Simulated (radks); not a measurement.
The numbers below are computed, except where a source is named.
Task: Sm+, 61 electrons, occupied as [Xe] 4f6 5f1 (not the ground configuration). Level of theory: Dirac Kohn-Sham, PBE, spin-unpolarised, spherical densities, finite nucleus; open shells are shared between the two j in proportion to 2j + 1; Fermi nuclear charge, rms radius 5.0819 fm (a radial shooting solver on a logarithmic mesh with Libxc functionals). Some entries of the table are withheld. Estimate them.

orbital,occ.,eigenvalue (eV),<r^2> (bohr^2),<1/r> (bohr^-1)
1s1/2,2,-46636.06,0.0007049,68.81
2s1/2,2,-7625.511,0.01105,16.35
2p1/2,2,-7228.812,0.008048,16.33
2p3/2,4,-6625.968,0.009291,14.56
3s1/2,2,-1678.247,0.07417,5.945
3p1/2,2,(1),(2),5.859
3p3/2,4,(3),(4),5.412
3d3/2,4,(5),0.06157,5.286
3d5/2,6,(6),0.06359,5.174
4s1/2,2,-341.2523,0.3788,2.476
4p1/2,2,-275.7546,0.4007,(7)
4p3/2,4,-248.9717,0.4405,(8)
4d3/2,4,-141.1850,0.5135,1.999
4d5/2,6,-136.4018,0.5295,1.961
5s1/2,2,-53.0669,2.233,0.9434
5p1/2,2,-35.5240,2.851,0.8290
5p3/2,4,-31.9643,3.191,0.7765
4f5/2,2.57143,-12.5135,1.317,(9)
4f7/2,3.42857,-11.9690,1.369,(10)
5f5/2,0.428571,-2.4877,83.91,0.1331
5f7/2,0.571429,-2.4853,84.12,0.1332

Result: 
(1) 3p1/2 eigenvalue (eV): -1507.447
(2) 3p1/2 <r^2> (bohr^2): 0.06933
(3) 3p3/2 eigenvalue (eV): -1385.373
(4) 3p3/2 <r^2> (bohr^2): 0.07654
(5) 3d3/2 eigenvalue (eV): -1089.060
(6) 3d5/2 eigenvalue (eV): -1062.547
(7) 4p1/2 <1/r> (bohr^-1): 2.370
(8) 4p3/2 <1/r> (bohr^-1): 2.219
(9) 4f5/2 <1/r> (bohr^-1): 1.374
(10) 4f7/2 <1/r> (bohr^-1): 1.355
